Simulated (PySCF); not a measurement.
```xyz
3
charge -1 multiplicity 4, angstrom
Cr    0.0000    0.0000   -0.2178
O     1.5334    0.0000    0.3535
O    -1.5334    0.0000    0.3535
```

All numbers come from PySCF, UPBE0, basis Cr def2-SVPD, O def2-SVPD (no relativity, density fitting).

This geometry of CrO₂⁻ is a stationary point at this level.

(1) What is the point group?

(2) Is it a minimum?

(3) Which band is strongest in the infrared?

(4) Give the atomic charges and bond orders.

Results:

(1) C2v.

(2) Yes: all harmonic wavenumbers are real.

(3) 951 cm⁻¹ (b2), 536 km/mol.

(4) 
```csv
atom,Mulliken,Löwdin,polar tensor,spin (Mulliken),Mayer order to Cr1
Cr1,0.94,0.70,0.98,3.50,–
"O2,3",-0.97,-0.85,-0.99,-0.25,1.28
```

This need not be the most stable arrangement of these atoms. Other spin states or occupations of the open shell can lie lower. The lowest empty level of this anion is unbound, so it and the gap depend on the basis.
